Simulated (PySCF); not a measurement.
A PySCF script (with the pyscf-properties extension) for the NMR shieldings of SMILES [GeH3][GeH]([GeH3])[GeH3], Ge$_{4}$H$_{10}$, on a GFN2-xTB geometry:

```python
import basis_set_exchange as bse
import numpy as np
from pyscf import gto, dft
from pyscf.prop import nmr

atoms = """
Ge   -0.001543    2.173846   -0.952744
Ge    0.034868    0.160480    0.348826
Ge    1.992581   -1.177916   -0.007567
Ge   -2.011045   -1.085839    0.245247
H     1.224576    3.023106   -0.777836
H    -0.100674    1.938396   -2.432793
H    -1.156950    3.075995   -0.626749
H     0.137418    0.628146    1.799804
H     3.276554   -0.426038    0.195778
H     2.094604   -1.749983   -1.392411
H     2.081206   -2.364760    0.908158
H    -2.032959   -2.269770    1.168980
H    -3.223018   -0.277053    0.609441
H    -2.316298   -1.649082   -1.113278
"""
names = dict.fromkeys(["Ge", "H"], "pcSseg-1")
basis = {el: gto.basis.parse(bse.get_basis(n, elements=[el], fmt="nwchem")) for el, n in names.items()}
mol = gto.M(atom=atoms, basis=basis, charge=0, verbose=0)
mf = dft.RKS(mol, xc="PBE0")
mf.grids.level = 2
mf.grids.alignment = dft.numint.BLKSIZE   # the property module wants whole blocks of grid points
mf.conv_tol = 1e-9
mf.kernel()

calc = nmr.RKS(mf)   # GIAO
C = mf.mo_coeff
Co = C[:, mf.mo_occ > 0]
resp = mf.gen_response(singlet=True, hermi=2)
def vind(x):   # induced exchange potential for any number of trial vectors
    d = np.einsum("pi,xij,qj->xpq", C, 2 * x.reshape(-1, C.shape[1], Co.shape[1]), Co, optimize=True)
    return np.einsum("xpq,pi,qj->xij", resp(d - d.transpose(0, 2, 1)), C, Co, optimize=True).ravel()
mo1, _ = nmr.rhf.solve_mo1(calc, with_cphf=vind)
sigma = calc.kernel(mo1)
for i, s in enumerate(sigma):   # ppm
    w = np.linalg.eigvalsh((s + s.T) / 2)
    print("%2d %-2s iso %8.1f  s11 %8.1f  s22 %8.1f  s33 %8.1f" % (i, mol.atom_pure_symbol(i), w.mean(), *w))
```

Question: What does it print?

Answer: 
```
 0 Ge iso   1658.9  s11   1617.5  s22   1637.0  s33   1722.2
 1 Ge iso   1708.0  s11   1682.8  s22   1720.1  s33   1721.1
 2 Ge iso   1658.9  s11   1617.5  s22   1636.9  s33   1722.2
 3 Ge iso   1658.7  s11   1618.2  s22   1636.1  s33   1722.0
 4 H  iso     28.2  s11     20.7  s22     23.0  s33     41.1
 5 H  iso     28.4  s11     21.3  s22     23.2  s33     40.6
 6 H  iso     28.2  s11     20.7  s22     23.0  s33     41.1
 7 H  iso     28.2  s11     21.8  s22     21.9  s33     40.8
 8 H  iso     28.2  s11     20.7  s22     23.0  s33     41.1
 9 H  iso     28.4  s11     21.3  s22     23.2  s33     40.6
10 H  iso     28.2  s11     20.7  s22     23.0  s33     41.1
11 H  iso     28.2  s11     20.7  s22     23.0  s33     41.1
12 H  iso     28.2  s11     20.7  s22     23.0  s33     41.1
13 H  iso     28.4  s11     21.3  s22     23.1  s33     40.6
```

These numbers come from an equivalent density-fitted implementation of the same equations, which agrees with the script to about 0.01 ppm for H and up to a few tenths of a ppm for heavy atoms, so last digits may differ.

Relativistic effects, spin–orbit coupling among them, are left out; they matter for Ge and for the light atoms bonded to it.

Size and cost of the density-fitted run: 214 basis functions, 54 s wall time on 1 thread of an Arm Neoverse V1, shared host.
